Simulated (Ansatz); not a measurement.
BrH2MgN (`[NH2][Mg][Br]`). Charge 0, multiplicity 1. All single points use the PBE0-D4/def2-TZVP geometry. It is one conformer, not always the lowest.

```xyz
5

N    -0.921    0.003   -0.326
Mg    0.845   -0.002    0.299
Br    3.045   -0.007    1.079
H    -1.692   -0.524    0.056
H    -1.277    0.531   -1.109
```

Q: What is the dipole moment at B3LYP/def2-TZVPP? (Best estimate.)

A: The calculation gave: 2.19 D, with components (-2.06, 0.00, -0.73) D in this frame, pointing from negative to positive charge.

Q: And with PBE, r2SCAN, ωB97M-V? (Best estimate.)

A: Computed: PBE 2.16 D, r2SCAN 2.24 D, ωB97M-V 2.24 D.

Q: Give the Mulliken charges with B3LYP, ωB97M-V, r2SCAN in def2-TZVPP. (Estimate.)

A: Ansatz gave: 
```json
{"atom": "N1", "B3LYP": "-0.63", "ωB97M-V": "-0.59", "r2SCAN": "-0.71"}
{"atom": "Mg2", "B3LYP": "0.81", "ωB97M-V": "0.78", "r2SCAN": "0.85"}
{"atom": "Br3", "B3LYP": "-0.45", "ωB97M-V": "-0.42", "r2SCAN": "-0.46"}
{"atom": "H4", "B3LYP": "0.14", "ωB97M-V": "0.12", "r2SCAN": "0.16"}
{"atom": "H5", "B3LYP": "0.14", "ωB97M-V": "0.12", "r2SCAN": "0.16"}
```

B3LYP here is the variant with VWN-RPA as its local correlation; programs differ in this.
